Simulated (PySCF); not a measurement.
## SnN at ROHF

Computed with ROHF; basis Sn def2-TZVPPD with ECP28, N def2-TZVPPD; scalar-relativistic core potentials; PySCF 2.14.

- state: ²Π (doublet), unpaired electrons π ↑
- bond length: 1.904 Å
- harmonic wavenumber: 838 cm⁻¹
- force constant: 5.19 mdyn/Å
- rotational constant Be: 0.3708 cm⁻¹
- anharmonicity ωexe: 3.08 cm⁻¹
- vibration–rotation constant αe: 0.00198 cm⁻¹
- well depth De to Sn + N: -14.4 kcal/mol
- dissociation energy D0: -15.6 kcal/mol
- bond order (Mayer): 1.94
- dipole moment (positive dipole means Sn(−)N(+)): -4.35 D

These are scalar-relativistic numbers at best; spin–orbit coupling would shift them, the dissociation energy most. UHF is strongly spin-contaminated for SnN, so the ROHF reference used there is far from stable. Hartree–Fock leaves out correlation, which carries a large part of most bond energies and some tenths to 1 eV of ionisation energies. A negative De means that the minimum lies above the separated atoms at that level. The state is the lowest determinant that a PBE0 search found; another state may lie lower at other levels.
